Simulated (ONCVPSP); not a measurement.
Cutoff test, Ag (Z = 47), ONCV

silver (Ag), optimised norm-conserving Vanderbilt (ONCV), made with ONCVPSP 4.0.1 (LDA (Perdew-Wang 92), scalar-relativistic). Core [Ar] 3d10, reference 4s2 4p6 4d10 5s0.75 (charge +0.25). Waves: 4s+5s: rc 1.35 bohr, ncon 4, nbas 8, qcut 9.7 1/bohr, 2 projectors; 4p: rc 1.20 bohr, ncon 4, nbas 8, qcut 13.4 1/bohr, 2 projectors, debl 0.9 Ha; 4d: rc 1.80 bohr, ncon 5, nbas 10, qcut 9.5 1/bohr, 2 projectors, debl 1.7 Ha. Local part: polynomial inside 0.85 bohr (lpopt 4, dvloc0 6 Ha). Core correction: Teter function, fcfact 2.5, rcfact 1.65.

In the p channel the program set the typed energies aside and used -2.227, 0.250 Ha.

Question: For each optimised wave give the share of its norm inside rc, the residual kinetic energy above qcut (Ha) and the cutoffs (Ha) for errors of 10, 1, 0.1 and 0.01 mHa per electron.

Answer:

```json
{"wave": "4s", "norm inside rc": "0.912", "residual KE": "1.3e-06", "10 mHa": "26.9", "1 mHa": "33.7", "0.1 mHa": "39.0", "0.01 mHa": "43.2"}
{"wave": "5s", "norm inside rc": "0.037", "residual KE": "7.1e-07", "10 mHa": "20.3", "1 mHa": "29.5", "0.1 mHa": "36.5", "0.01 mHa": "41.8"}
{"wave": "4p", "norm inside rc": "0.744", "residual KE": "3.4e-08", "10 mHa": "40.1", "1 mHa": "52.9", "0.1 mHa": "63.1", "0.01 mHa": "71.8"}
{"wave": "p projector 2", "norm inside rc": "0.056", "residual KE": "3.4e-09", "10 mHa": "27.1", "1 mHa": "44.8", "0.1 mHa": "57.0", "0.01 mHa": "66.6"}
{"wave": "4d", "norm inside rc": "0.776", "residual KE": "1.3e-07", "10 mHa": "23.6", "1 mHa": "29.8", "0.1 mHa": "34.8", "0.01 mHa": "38.9"}
{"wave": "d projector 2", "norm inside rc": "0.079", "residual KE": "2.6e-07", "10 mHa": "21.0", "1 mHa": "28.3", "0.1 mHa": "34.1", "0.01 mHa": "38.9"}
```

The occupied waves need 53 Ha and 63 Ha for 1 and 0.1 mHa.
